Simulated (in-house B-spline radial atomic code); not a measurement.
Spin-orbit splittings of orbital energies (j = l + 1/2 less j = l - 1/2) and ratios of mean radii (lower j over upper j) along the 67-electron series, configuration [Xe] 4f13. Computed with a radial B-spline atomic code at the basis-set limit: Dirac-Hartree-Fock, average of the configuration, finite nuclei.

```json
{"ion": "Tm2+", "Z": "69", "splitting of 4f (eV)": "1.4148", "radius ratio of 4f": "0.9782", "splitting of 4d (eV)": "8.9691", "radius ratio of 4d": "0.98043", "splitting of 5p (eV)": "6.0758", "radius ratio of 5p": "0.93003"}
{"ion": "Yb3+", "Z": "70", "splitting of 4f (eV)": "1.5652", "radius ratio of 4f": "0.98263", "splitting of 4d (eV)": "9.6723", "radius ratio of 4d": "0.98006", "splitting of 5p (eV)": "7.0112", "radius ratio of 5p": "0.93319"}
{"ion": "Lu4+", "Z": "71", "splitting of 4f (eV)": "1.7539", "radius ratio of 4f": "0.98474", "splitting of 4d (eV)": "10.448", "radius ratio of 4d": "0.97972", "splitting of 5p (eV)": "8.088", "radius ratio of 5p": "0.9353"}
{"ion": "Hf5+", "Z": "72", "splitting of 4f (eV)": "?", "radius ratio of 4f": "?", "splitting of 4d (eV)": "?", "radius ratio of 4d": "?", "splitting of 5p (eV)": "?", "radius ratio of 5p": "?"}
{"ion": "Ta6+", "Z": "73", "splitting of 4f (eV)": "?", "radius ratio of 4f": "?", "splitting of 4d (eV)": "?", "radius ratio of 4d": "?", "splitting of 5p (eV)": "?", "radius ratio of 5p": "?"}
{"ion": "W7+", "Z": "74", "splitting of 4f (eV)": "2.4684", "radius ratio of 4f": "0.98721", "splitting of 4d (eV)": "13.173", "radius ratio of 4d": "0.97877", "splitting of 5p (eV)": "12.1", "radius ratio of 5p": "0.93792"}
```

Q: Fill in the row of Hf5+.

A: splitting of 4f (eV): 1.9692; radius ratio of 4f: 0.98595; splitting of 4d (eV): 11.29; radius ratio of 4d: 0.9794; splitting of 5p (eV): 9.2957; radius ratio of 5p: 0.93666.

Q: Fill in the row of Ta6+.

A: splitting of 4f (eV): 2.2077; radius ratio of 4f: 0.98671; splitting of 4d (eV): 12.198; radius ratio of 4d: 0.97908; splitting of 5p (eV): 10.632; radius ratio of 5p: 0.93749.

Q: With what power of Z does the column «splitting of 5p (eV)» change over this range?

A: A fit of the logarithm of its size against log Z from Z = 69 to 74 has slope 9.87. An unscreened hydrogenic electron would give 4 at low Z; screening makes the apparent power larger near the neutral end, and relativity raises it again at high Z.
